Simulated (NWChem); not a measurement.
System: C2H6BF; SMILES CB(C)F

Parts of the log:

```
             Northwest Computational Chemistry Package (NWChem) 7.3.0
             --------------------------------------------------------

 C1  symmetry detected

                             Geometry "geometry" -> ""
                             -------------------------

 Output coordinates in angstroms (scale by  1.889725989 to convert to a.u.)

  No.       Tag          Charge          X              Y              Z
 ---- ---------------- ---------- -------------- -------------- --------------
    1 B                    5.0000     0.06907076    -0.00094639    -0.00011448
    2 F                    9.0000     1.41158854     0.01383515    -0.00005433
    3 C                    6.0000    -0.64979930    -1.40054645     0.00477058
    4 H                    1.0000    -0.91343326    -1.66216763    -1.03238129
    5 H                    1.0000    -1.59402000    -1.38827017     0.56200407
    6 H                    1.0000    -0.01597933    -2.20773149     0.38749231
    7 C                    6.0000    -0.67369041     1.38657669    -0.00504789
    8 H                    1.0000    -1.66921583     1.34021953    -0.46065516
    9 H                    1.0000    -0.09083866     2.17638300    -0.49221348
   10 H                    1.0000    -0.82522527     1.70560093     1.03847880

 Effective nuclear repulsion energy (a.u.)     110.5735234880

  xc_inp: hfexch multiplicative factor not found.

                                 NWChem DFT Module
                                 -----------------

 Summary of "ao basis" -> "ao basis" (spherical)
 ------------------------------------------------------------------------------
       Tag                 Description            Shells   Functions and Types
 ---------------- ------------------------------  ------  ---------------------
 B                          6-31+g*                  8       18   4s3p1d
 F                          6-31+g*                  8       18   4s3p1d
 C                          6-31+g*                  8       18   4s3p1d
 H                          6-31+g*                  2        2   2s

            General Information
            -------------------
          SCF calculation type: DFT
          Wavefunction type:  closed shell.
          No. of atoms     :    10
          No. of electrons :    32
           Alpha electrons :    16
            Beta electrons :    16
          Charge           :     0
          Spin multiplicity:     1
          Use of symmetry is: off; symmetry adaption is: off
          Maximum number of iterations: 150
          AO basis - number of functions:    84
                     number of shells:    44
          Convergence on energy requested:  1.00D-06
          Convergence on density requested:  1.00D-05
          Convergence on gradient requested:  5.00D-04

              XC Information
              --------------
                     Hartree-Fock (Exact) Exchange  1.000

      Superposition of Atomic Density Guess
      -------------------------------------

 Sum of atomic energies:        -202.22453245

      Non-variational initial energy
      ------------------------------

 Total energy =    -204.224664
 1-e energy   =    -493.879408
 2-e energy   =     179.081221
 HOMO         =      -0.366548
 LUMO         =       0.026200

     ---------------------------------------------
      Total Density - Mulliken Population Analysis
     ---------------------------------------------

    Atom       Charge   Shell Charges
 -----------   ------   -------------------------------------------------------
    1 B    5     3.86   2.00  0.59  0.98  0.25  0.03 -0.06 -0.01  0.09
    2 F    9     9.55   2.00  0.95  3.47  0.99  2.02 -0.00  0.12  0.01
    3 C    6     7.21   2.00  0.73  2.15  0.74  1.39  0.10  0.08  0.02
    4 H    1     0.69   0.45  0.24
    5 H    1     0.70   0.45  0.25
    6 H    1     0.71   0.46  0.25
    7 C    6     7.20   2.00  0.73  2.15  0.74  1.38  0.10  0.08  0.02
    8 H    1     0.70   0.46  0.25
    9 H    1     0.71   0.46  0.25
   10 H    1     0.69   0.45  0.24

   convergence    iter        energy       DeltaE   RMS-Dens  Diis-err
 ---------------- ----- ----------------- --------- --------- ---------
 d= 0,ls=0.0,diis     1   -203.3732880143 -3.14D+02  5.28D-03  4.32D-01
 d= 0,ls=0.0,diis     2   -203.4241555342 -5.09D-02  1.88D-03  9.32D-02
 d= 0,ls=0.0,diis     3   -203.4323968247 -8.24D-03  8.31D-04  6.34D-03
 d= 0,ls=0.0,diis     4   -203.4333407426 -9.44D-04  2.22D-04  2.18D-04
 d= 0,ls=0.0,diis     5   -203.4333853289 -4.46D-05  7.66D-05  1.50D-05
  Resetting Diis
 d= 0,ls=0.0,diis     6   -203.4333887096 -3.38D-06  1.54D-05  4.00D-07
 d= 0,ls=0.0,diis     7   -203.4333888492 -1.40D-07  2.18D-06  1.90D-08

         Total DFT energy =     -203.433388849156
      One electron energy =     -497.677668013808
           Coulomb energy =      210.203710324052
    Exchange-Corr. energy =      -26.532954647451
 Nuclear repulsion energy =      110.573523488050

 Numeric. integr. density =        0.000000000000

                       DFT Final Molecular Orbital Analysis
                       ------------------------------------

 Vector   14  Occ=2.000000D+00  E=-5.374430D-01
              MO Center= -6.2D-01,  3.6D-01, -3.8D-02, r^2= 3.8D+00
   Bfn.  Coefficient  Atom+Function         Bfn.  Coefficient  Atom+Function
  ----- ------------  ---------------      ----- ------------  ---------------
    63      0.312920   7 C  px               39     -0.230833   3 C  px
    67      0.185842   7 C  px               81      0.184083   9 H  s
    79     -0.176524   8 H  s                22     -0.173657   2 F  py
    57      0.147851   5 H  s                82      0.141586   9 H  s
    59     -0.140859   6 H  s                80     -0.139548   8 H  s

 Vector   15  Occ=2.000000D+00  E=-5.357032D-01
              MO Center= -5.5D-01, -4.1D-01,  1.5D-02, r^2= 3.4D+00
   Bfn.  Coefficient  Atom+Function         Bfn.  Coefficient  Atom+Function
  ----- ------------  ---------------      ----- ------------  ---------------
    39      0.282722   3 C  px               41      0.177713   3 C  pz
    65     -0.175746   7 C  pz               43      0.169870   3 C  px
    63      0.164638   7 C  px               55     -0.163173   4 H  s
    21      0.152540   2 F  px               59      0.143605   6 H  s
    83     -0.142682  10 H  s                 3     -0.138429   1 B  px

 Vector   16  Occ=2.000000D+00  E=-4.550723D-01
              MO Center= -2.8D-01, -1.2D-03, -2.0D-05, r^2= 2.7D+00
   Bfn.  Coefficient  Atom+Function         Bfn.  Coefficient  Atom+Function
  ----- ------------  ---------------      ----- ------------  ---------------
     4      0.357207   1 B  py               40     -0.309084   3 C  py
    64     -0.309399   7 C  py               22     -0.213982   2 F  py
    68     -0.201020   7 C  py               44     -0.197675   3 C  py
    26     -0.166896   2 F  py               63      0.104249   7 C  px
    39     -0.103466   3 C  px               66      0.099149   7 C  s

 Vector   17  Occ=0.000000D+00  E= 4.721550D-02
              MO Center= -1.2D+00, -1.4D-02,  5.3D-04, r^2= 1.5D+01
   Bfn.  Coefficient  Atom+Function         Bfn.  Coefficient  Atom+Function
  ----- ------------  ---------------      ----- ------------  ---------------
    10      6.242719   1 B  s                46     -3.256579   3 C  s
    70     -3.248090   7 C  s                11     -1.437920   1 B  px
    48     -0.699479   3 C  py               72      0.692423   7 C  py
     6      0.279349   1 B  s                 7     -0.245630   1 B  px
    42     -0.213325   3 C  s                66     -0.209377   7 C  s

 Vector   18  Occ=0.000000D+00  E= 6.898900D-02
              MO Center=  3.8D-01,  1.7D-03, -1.0D-03, r^2= 2.1D+01
   Bfn.  Coefficient  Atom+Function         Bfn.  Coefficient  Atom+Function
  ----- ------------  ---------------      ----- ------------  ---------------
    46      4.604792   3 C  s                70     -4.600049   7 C  s
    12      3.827822   1 B  py               71     -0.842155   7 C  px
    47      0.816162   3 C  px               48      0.779745   3 C  py
    72      0.764189   7 C  py                8      0.470970   1 B  py
    42      0.264583   3 C  s                66     -0.264600   7 C  s

 Vector   19  Occ=0.000000D+00  E= 7.763424D-02
              MO Center=  6.6D-01, -4.6D-04, -1.6D-03, r^2= 1.4D+01
   Bfn.  Coefficient  Atom+Function         Bfn.  Coefficient  Atom+Function
  ----- ------------  ---------------      ----- ------------  ---------------
    13      2.036806   1 B  pz               49     -0.590944   3 C  pz
    73     -0.593318   7 C  pz               31     -0.260342   2 F  pz
    23     -0.076802   2 F  pz               56      0.067467   4 H  s
    84     -0.067488  10 H  s                65     -0.058311   7 C  pz
    41     -0.057672   3 C  pz                9      0.057175   1 B  pz

     ---------------------------------------------
      Total Density - Mulliken Population Analysis
     ---------------------------------------------

    Atom       Charge   Shell Charges
 -----------   ------   -------------------------------------------------------
    1 B    5     3.93   2.00  0.55  1.24  0.13 -0.07 -0.04  0.01  0.11
    2 F    9     9.50   2.00  0.93  3.31  1.03  2.06  0.03  0.14  0.01
    3 C    6     6.93   2.00  0.63  2.08  0.78  1.30  0.07  0.04  0.03
    4 H    1     0.78   0.51  0.27
    5 H    1     0.79   0.52  0.28
    6 H    1     0.78   0.52  0.26
    7 C    6     6.93   2.00  0.63  2.08  0.77  1.30  0.07  0.04  0.03
    8 H    1     0.79   0.52  0.28
    9 H    1     0.78   0.51  0.27
   10 H    1     0.78   0.51  0.27

     -------------------------------------------
      Total Density - Lowdin Population Analysis
     -------------------------------------------

[...]
```

Level: Hartree-Fock/6-31+G* (spherical d). Geometry: optimised at B3LYP/6-31G* (spherical d).

Question: Reconstruct the input file.

Answer: Several could match; the one computed here: the input that was run:
```
start job
memory heap 200 mb stack 900 mb global 1100 mb
geometry units angstroms noautoz
  B      0.076918    -0.000962    -0.002000
  F      1.419463     0.010812    -0.004601
  C     -0.645026    -1.398599     0.030955
  H     -0.911117    -1.679435    -1.000529
  H     -1.588205    -1.373544     0.589523
  H     -0.012294    -2.199727     0.427938
  C     -0.662790     1.387872    -0.032183
  H     -1.659240     1.335031    -0.485055
  H     -0.079083     2.166901    -0.535413
  H     -0.811728     1.727152     1.005311
end
basis spherical
  * library 6-31+g*
end
dft
  xc hfexch
  iterations 150
  mulliken
end
task dft energy
```
